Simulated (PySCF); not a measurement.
# Working out the ionisation energy of N²⁺

N²⁺ [He] 2s2 2p1 (2P) → N³⁺ [He] 2s2 (1S). Calculation: PySCF 2.14, in ANO-RCC-VTZP (4s3p2d1f, 30 functions); scalar relativity by spin-free X2C-1e. Frozen: nothing. Energies in hartree (1 hartree = 27.21139 eV):

| part | N²⁺ (lower) | N³⁺ (upper) |
| --- | --- | --- |
| UHF | -52.849497 | -51.110899 |
| CCSD correlation | -0.088842 | -0.089938 |
| (T) | -0.001207 | -0.000228 |

Question: What does Hartree-Fock give?

Answer: (-51.110899) − (-52.849497) = 1.738598 hartree = 47.310 eV.

Question: What do CCSD and CCSD(T) give?

Answer: The CCSD correlation energies differ by -0.001096 hartree = -0.030 eV and the triples by 0.000979 hartree = 0.027 eV, so CCSD gives 47.280 eV and CCSD(T) 47.307 eV.

A first-order spin-orbit estimate adds 0.014 eV to CCSD(T) (valence and next inner shell), giving 47.321 eV against 47.445 eV (semi-empirical (NIST evaluation); NIST Atomic Spectra Database, ionization energies).

The coupled-cluster amplitudes are large, so a single reference is strained.

What remains against the reference includes basis incompleteness and higher excitations.
